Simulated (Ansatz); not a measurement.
`CO[CH2][AlH][CH3]` + `O[SiH2][SiH3]` → `[CH3][AlH][O][SiH2][SiH3]` + `COC`  (ligand exchange at the Al–C bond)

Isolated molecules relaxed with PBE0-D4/def2-TZVP in Ansatz; ΔE leaves out vibrations. CBS: MP2 limit from def2 TZ/QZ plus the TZ coupled-cluster correction, frozen cores. Functionals use def2-TZVPP. One conformer a species, not always the lowest.

| level | ΔE (kJ/mol) | difference from CCSD(T)/CBS |
| --- | --- | --- |
| PBE-D4 | -177.6 | 16.6 |
| ωB97M-V | -190.0 | 4.2 |
| MP2/def2-TZVPP | -198.8 | -4.6 |
| SCS-MP2/def2-TZVPP | -201.7 | -7.5 |
| CCSD(T)/def2-TZVPP | -195.6 | -1.4 |
| HF/def2-QZVPP | -217.1 | -22.9 |
| MP2/def2-QZVPP | -198.6 | -4.4 |
| SCS-MP2/def2-QZVPP | -201.4 | -7.2 |
| HF/CBS(def2) | -217.3 | -23.1 |
| MP2/CBS(def2) | -197.4 | -3.2 |
| CCSD(T)/CBS | -194.2 | 0 |

Largest T1 diagnostic among the species: 0.012.

In def2-TZVPP, CCSD(T) changes the Hartree–Fock value by +19.9 kJ/mol (the triples alone add +3.0 kJ/mol) and MP2 by +16.7 kJ/mol. From PBE to PBE0 (25 % exact exchange), in def2-TZVPP and without D4, ΔE moves by −7.7 kJ/mol.
